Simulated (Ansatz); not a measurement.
Method: PBE-D3(BJ)/def2-TZVP (Ansatz, an electronic-structure program). No frequencies were computed at this level.

Ansatz 0.2 input:
```yaml
crystal:
  periodic: [false, false, false]
  atoms:
    - { symbol: C, position_ang: [-2.434368, -0.64158, 0.071291] }
    - { symbol: C, position_ang: [-1.120133, -0.446477, 0.017241] }
    - { symbol: C, position_ang: [-0.504151, 0.856697, 0.086639] }
    - { symbol: C, position_ang: [0.814094, 1.075123, 0.040658] }
    - { symbol: Si, position_ang: [2.160075, -0.229526, -0.120838] }
    - { symbol: H, position_ang: [-3.123112, 0.181939, 0.172142] }
    - { symbol: H, position_ang: [-2.870218, -1.624315, 0.017357] }
    - { symbol: H, position_ang: [-0.446473, -1.287195, -0.083589] }
    - { symbol: H, position_ang: [-1.194178, 1.689457, 0.183102] }
    - { symbol: H, position_ang: [1.146394, 2.104739, 0.104092] }
    - { symbol: H, position_ang: [2.129427, -1.145692, 1.023735] }
    - { symbol: H, position_ang: [3.449959, 0.463281, -0.152495] }
    - { symbol: H, position_ang: [1.992683, -0.99645, -1.359335] }
basis:
  gaussian: { orbitals: def2-tzvp }
hamiltonian:
  xc: pbe
  dispersion: d3bj
relax:
  max_steps: 150
```

Output:

```
Functional definition: PBE
1324 factors; their error is unknown
mean field evaluation 1: about -12133.0614 eV, gradient 7.2e1 eV
mean field evaluation 2: about -12110.2800 eV, gradient 1.1e2 eV
mean field evaluation 4: about -12145.6576 eV, gradient 1.8e1 eV
mean field evaluation 8: about -12146.4379 eV, gradient 3.9e-1 eV
mean field evaluation 16: about -12146.3967 eV, gradient 9.0e-4 eV
mean field -12146.39669181 eV, -446.3718453008 hartree, gradient 1.5e-5 eV, S^2 0.000000; 0 other end points of the search recorded, 0 dependent functions left out
reference -12146.39673965 eV, -446.3718470586 hartree; 23, 23 occupied and 186, 186 virtual orbitals, 1324 factors
relax step   1: F+E_penalty+E_count = -12146.68730813 eV  Δ(F+E_penalty+E_count) = +0.000e0 eV  max|allowed force component| = 7.674e-1 eV/Å  Δτ_max = 0.0000 Å  (33 SCF iters, accepted)
these checks for a lower state are left out or cut short: starts, cluster_reference, orbital_swaps, neighbouring_geometries, increment
1324 factors; their error is unknown
mean field -12146.45390760 eV, -446.3739479422 hartree, gradient 2.1e-5 eV, S^2 0.000000; 0 other end points of the search recorded, 0 dependent functions left out
reference -12146.45395559 eV, -446.3739497056 hartree; 23, 23 occupied and 186, 186 virtual orbitals, 1324 factors
relax step   2: F+E_penalty+E_count = -12146.74249128 eV  Δ(F+E_penalty+E_count) = -5.518e-2 eV  max|allowed force component| = 2.594e-1 eV/Å  Δτ_max = 0.0349 Å  (34 SCF iters, accepted)
these checks for a lower state are left out or cut short: starts, cluster_reference, orbital_swaps, neighbouring_geometries, increment
1324 factors; their error is unknown
mean field evaluation 32: about -12146.4595 eV, gradient 5.4e-1 eV
mean field -12146.45994663 eV, -446.3741698723 hartree, gradient 2.3e-5 eV, S^2 0.000000; 0 other end points of the search recorded, 0 dependent functions left out
reference -12146.45999467 eV, -446.3741716378 hartree; 23, 23 occupied and 186, 186 virtual orbitals, 1324 factors
relax step   3: F+E_penalty+E_count = -12146.74809662 eV  Δ(F+E_penalty+E_count) = -5.605e-3 eV  max|allowed force component| = 4.526e-2 eV/Å  Δτ_max = 0.0119 Å  (35 SCF iters, accepted)
these checks for a lower state are left out or cut short: starts, cluster_reference, orbital_swaps, neighbouring_geometries, increment
1324 factors; their error is unknown
mean field -12146.46002289 eV, -446.3741726749 hartree, gradient 1.6e-5 eV, S^2 0.000000; 0 other end points of the search recorded, 0 dependent functions left out
reference -12146.46007093 eV, -446.3741744402 hartree; 23, 23 occupied and 186, 186 virtual orbitals, 1324 factors
relax step   4: F+E_penalty+E_count = -12146.74819264 eV  Δ(F+E_penalty+E_count) = -9.602e-5 eV  max|allowed force component| = 3.136e-2 eV/Å  Δτ_max = 0.0083 Å  (34 SCF iters, accepted)
these checks for a lower state are left out or cut short: starts, cluster_reference, orbital_swaps, neighbouring_geometries, increment
1324 factors; their error is unknown
mean field -12146.46008026 eV, -446.3741747832 hartree, gradient 1.9e-5 eV, S^2 0.000000; 0 other end points of the search recorded, 0 dependent functions left out
reference -12146.46012830 eV, -446.3741765485 hartree; 23, 23 occupied and 186, 186 virtual orbitals, 1324 factors
relax step   5: F+E_penalty+E_count = -12146.74827952 eV  Δ(F+E_penalty+E_count) = -8.688e-5 eV  max|allowed force component| = 7.265e-3 eV/Å  Δτ_max = 0.0041 Å  (35 SCF iters, accepted)
1324 factors; their error is unknown
mean field evaluation 64: about -12146.5035 eV, gradient 3.0e-1 eV
mean field -12146.46008026 eV, -446.3741747832 hartree, gradient 1.9e-5 eV, S^2 0.000000; 1 other end points of the search recorded, 0 dependent functions left out
reference -12146.46012830 eV, -446.3741765485 hartree; 23, 23 occupied and 186, 186 virtual orbitals, 1324 factors
Total energy: -12146.74832756 eV, -446.3847676761 hartree
Atom 0 at    -2.457982    -0.647999     0.069489 Å, force     0.001659     0.002993    -0.000941 eV/Å
Atom 1 at    -1.129172    -0.448178     0.017504 Å, force     0.000885     0.007265     0.001027 eV/Å
Atom 2 at    -0.505720     0.858293     0.088490 Å, force    -0.001083    -0.005553    -0.000533 eV/Å
Atom 3 at     0.826572     1.090600     0.043357 Å, force    -0.004619     0.003931     0.000363 eV/Å
Atom 4 at     2.164329    -0.209732    -0.119324 Å, force    -0.001158    -0.000409    -0.000742 eV/Å
Atom 5 at    -3.150855     0.190922     0.170405 Å, force     0.000373    -0.001200     0.000152 eV/Å
Atom 6 at    -2.891207    -1.646562     0.013483 Å, force    -0.001207    -0.001511    -0.000197 eV/Å
Atom 7 at    -0.464595    -1.313724    -0.084197 Å, force     0.001319    -0.002895     0.000456 eV/Å
Atom 8 at    -1.197032     1.705176     0.186924 Å, force     0.000808    -0.001769    -0.000091 eV/Å
Atom 9 at     1.153455     2.133416     0.109014 Å, force     0.002246    -0.000092     0.000122 eV/Å
Atom 10 at     2.154653    -1.162811     1.036398 Å, force     0.000709    -0.000077     0.000018 eV/Å
Atom 11 at     3.494714     0.469901    -0.162259 Å, force     0.000147    -0.000643     0.000074 eV/Å
Atom 12 at     2.002840    -1.019301    -1.369284 Å, force    -0.000080    -0.000040     0.000290 eV/Å
Dipole moment:    -0.197353     0.068368     0.014930 e Å
```

Cost: about 40 core-seconds (a rough figure).
